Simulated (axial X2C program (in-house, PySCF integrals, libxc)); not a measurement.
# Which molecule has these constants?

All values come from calculations with an in-house relativistic program for diatomic molecules, spin-free (one-electron X2C) or two-component (2c: spin–orbit coupling with atomic mean-field Coulomb and Gaunt terms, which also bring small scalar terms), in Dyall basis sets with cores contracted in-house; open shells are unrestricted.

A two-component CCSD(T) calculation in a Dyall 3-zeta basis gave Re = 2.703 Å, ωe = 232.5 cm⁻¹, De = 0.68 eV, Ω = 1/2.

Task: Which molecule is it?
A. LiAg⁺
B. LiAu⁺
C. LiCu⁺

Result: C. The others have LiAg⁺ 2.790 Å and 222.4 cm⁻¹ (Ω = 1/2); LiAu⁺ 2.617 Å and 262.9 cm⁻¹ (Ω = 1/2).

Frozen shells (counts by l): LiCu⁺ Cu 3s2p, Li 1s, 11 electrons correlated; LiAg⁺ Ag 4s3p1d, Li 1s, 11 electrons correlated; LiAu⁺ Au 5s4p2d1f, Li 1s, 11 electrons correlated. Coupled cluster in natural virtuals with an MP2 remainder. Where the outer core of a metal is frozen, bonds come out longer and ionisation energies lower.

Each entry is the lowest single determinant of a limited PBE0 search at one distance. De goes to single-determinant-based atoms at the same level (for ions the charge split of lowest energy) and is withheld (n/a) where an atom does not fit its ground term or J level. Main or longest-lived isotopes.
